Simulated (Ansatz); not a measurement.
A structure relaxed at r2SCAN-D4/def2-SVP in Ansatz, charge 0, singlet:

```xyz
16

Na    0.3500    2.3497   -2.6024
F     0.6598    0.4038   -1.7772
Na    0.8765   -1.4944   -0.8052
F     1.0942   -3.3852    0.1834
F    -1.6870    2.4096   -2.0094
Na   -1.4963    0.4831   -1.0864
F    -1.2866   -1.4410   -0.1650
Na   -0.9263   -3.2969    0.8294
F     0.9616    3.3304   -0.8215
Na    1.2537    1.4355    0.1399
F     1.5270   -0.4601    1.1027
Na    1.6467   -2.4032    1.9821
Na   -1.0703    3.3506   -0.2091
F    -0.9002    1.4972    0.8393
Na   -0.6337   -0.4243    1.7516
F    -0.3689   -2.3547    2.6477
```

(1) Give its formula and point group.

(2) Summarise the bond lengths by kind (pairs closer than 1.2 times the sum of covalent radii, bridged metal pairs left out).

## Answers

(1) Na8F8. Point group D2d (tolerance 0.1 Å).

(2) 28 × F–Na 2.12 to 2.27 Å.
